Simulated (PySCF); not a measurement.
One of the candidates below gave these computed data.

All candidates are C7H4ClFO.

* Dipole: 4.42 D [B3LYP/def2-SVPD]
* Triplet: lowest triplet excitation (Tamm–Dancoff): 3.67 eV [TDA B3LYP/def2-SVPD]
* UV, first state: lowest singlet excitation: 4.36 eV (284 nm, f = 0.000) [TDDFT B3LYP/def2-SVPD]
* Polarisability: 99.2 au [B3LYP/def2-SVPD]
* 1H NMR: chemical shifts (computed TMS as zero) by class: 8.53 (1 H), 7.92 (1 H), 7.54 (1 H), 7.50 (1 H) ppm [GIAO PBE0/pcSseg-1]
* Rotational structure: rotational constants A, B, C: 2.141, 0.927, 0.647 GHz [GFN2-xTB]
* NMR, other nuclei: isotropic shieldings of nuclei other than C and H, by class: -237 (1 O), 276 (1 F), 473 (1 Cl) ppm [GIAO PBE0/pcSseg-1]
* UV, strongest line: among the 8 lowest singlet transitions: S8 at 6.60 eV (188 nm, f = 0.394) [TDDFT B3LYP/def2-SVPD]
* 13C NMR: chemical shifts (computed TMS as zero) by class: 173.9 (1 C), 173.4 (1 C), 143.8 (1 C), 140.8 (1 C), 129.4 (1 C), 124.5 (1 C), 124.2 (1 C) ppm [GIAO PBE0/pcSseg-1]

Gas-phase values; electronic properties from PySCF, density fitting. Levels stand in brackets. The structure is a single GFN2-xTB conformer in the gas phase; no vibrational or solvent corrections. GFN2-xTB frequencies show an imaginary mode (29i cm⁻¹), so this geometry is no minimum at that level. NMR values are class means; diastereotopic atoms form classes of their own.

Question: Which candidate is it?
A. `O=C(Cl)c1ccccc1F`
B. `O=C(F)c1ccc(Cl)cc1`
C. `O=c1cccc(F)c(Cl)c1`

Answer: A. It is `O=C(Cl)c1ccccc1F`. Numbering: `[O:1]=[C:2]([Cl:3])[c:4]1[cH:5][cH:6][cH:7][cH:8][c:9]1[F:10]`. Its formula, C7H4ClFO, gives 5 degrees of unsaturation: 1 ring and 4 π bonds in the structure found (Kekulé form). 7 carbons fall into 7 classes; from least to most shielded: acyl halide carbon [C2] (173.9 ppm), aromatic C–F carbon [C9] (173.4 ppm), aromatic CH carbon [C7] (143.8 ppm), aromatic CH carbon [C5] (140.8 ppm), aromatic CH carbon [C6] (129.4 ppm), aromatic CH carbon [C8] (124.5 ppm), substituted aromatic carbon [C4] (124.2 ppm). Hydrogen classes from least to most shielded: 1 H on an aromatic CH carbon, C5 (8.53 ppm), 1 H on an aromatic CH carbon, C7 (7.92 ppm), 1 H on an aromatic CH carbon, C6 (7.54 ppm), 1 H on an aromatic CH carbon, C8 (7.50 ppm). The other shieldings belong to: -237 ppm, carbonyl oxygen [O1]; 276 ppm, aryl fluorine [F10]; 473 ppm, chlorine bonded to C [Cl3]. S1 is mainly HOMO−2→LUMO (weight 0.94); the largest Löwdin shares of the orbital it empties are 0.52 on the carbonyl oxygen, 0.35 on the chlorine bonded to C and 0.06 on the acyl halide carbon, of the orbital it fills 0.20 on the acyl halide carbon, 0.17 on the carbonyl oxygen, 0.14 on an aromatic CH carbon and 0.11 on the substituted aromatic carbon. The optimised geometry has point group Cs and is an asymmetric top.

The others, at the same levels:
- `O=C(F)c1ccc(Cl)cc1` fails: it has 5 carbon classes against 7; its computed 13C shifts are 165.1 (1 C), 155.0 (1 C), 140.4 (2 C), 135.5 (2 C), 127.7 (1 C) ppm, 1H shifts are 8.45 (2 H), 7.77 (2 H) ppm and rotational constant A is 3.854 GHz (against 2.141 GHz).
- `O=c1cccc(F)c(Cl)c1` fails: its computed 13C shifts are 182.8 (1 C), 171.0 (1 C), 152.5 (1 C), 151.6 (1 C), 148.9 (1 C), 136.7 (1 C), 122.1 (1 C) ppm, 1H shifts are 7.62 (1 H), 7.10 (1 H), 7.08 (1 H), 6.95 (1 H) ppm and rotational constant A is 1.753 GHz (against 2.141 GHz).

Each candidate is one conformer, not necessarily the lowest. The conformers computed, where there is a choice (atom-mapped SMILES and torsion angles):
- `[O:1]=[C:2]([Cl:3])[c:4]1[cH:5][cH:6][cH:7][cH:8][c:9]1[F:10]`: O1–C2–C4–C5 0°
- `[O:1]=[C:2]([F:3])[c:4]1[cH:5][cH:6][c:7]([Cl:8])[cH:9][cH:10]1`: O1–C2–C4–C5 180°
